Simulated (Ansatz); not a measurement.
Relaxation of CH2BF3S (8 atoms, charge 0, multiplicity 1), to a largest force component of 0.02 eV/Å in at most 40 steps.

The calculation used RKS B3LYP-D4/6-31G* in Ansatz.

```xyz
8
Properties=species:S:1:pos:R:3
F -1.375 -1.216 1.187
B -0.374 -1.018 0.197
C -0.157 0.392 -0.516
F -0.200 0.260 -1.872
F -1.038 1.308 -0.054
S 1.560 0.988 -0.143
H 0.336 -1.938 -0.078
H 1.339 1.167 1.224
```

Problem. Where does it end, and by what steps?

Solution. It converged. After 10 steps the energy has fallen by 0.370 eV; F1 moved furthest, 0.59 Å.

```json
{"step": "0", "energy less start (eV)": "0.0000", "largest force component (eV/Å)": "2.503", "accepted": "yes"}
{"step": "1", "energy less start (eV)": "-0.2369", "largest force component (eV/Å)": "1.747", "accepted": "yes"}
{"step": "2", "energy less start (eV)": "-0.2735", "largest force component (eV/Å)": "0.730", "accepted": "yes"}
{"step": "3", "energy less start (eV)": "-0.3511", "largest force component (eV/Å)": "0.227", "accepted": "yes"}
{"step": "4", "energy less start (eV)": "-0.3600", "largest force component (eV/Å)": "0.140", "accepted": "yes"}
{"step": "5", "energy less start (eV)": "-0.3674", "largest force component (eV/Å)": "0.196", "accepted": "yes"}
{"step": "6", "energy less start (eV)": "-0.3688", "largest force component (eV/Å)": "0.122", "accepted": "yes"}
{"step": "7", "energy less start (eV)": "-0.3695", "largest force component (eV/Å)": "0.079", "accepted": "yes"}
{"step": "8", "energy less start (eV)": "-0.3698", "largest force component (eV/Å)": "0.050", "accepted": "yes"}
{"step": "9", "energy less start (eV)": "-0.3698", "largest force component (eV/Å)": "0.047", "accepted": "yes"}
{"step": "10", "energy less start (eV)": "-0.3701", "largest force component (eV/Å)": "0.006", "accepted": "yes"}
```

```xyz
8
Properties=species:S:1:pos:R:3
F -0.859 -1.035 1.405
B -0.347 -1.029 0.184
C -0.172 0.366 -0.540
F -0.099 0.277 -1.894
F -1.091 1.312 -0.217
S 1.528 0.875 0.043
H 0.028 -2.042 -0.315
H 1.104 1.219 1.278
```

Whether the end is a true minimum wasn't checked by a vibrational analysis.

The run took 56 s on 2 threads of Arm Neoverse N1 (shared host), peak memory 0.2 GiB.
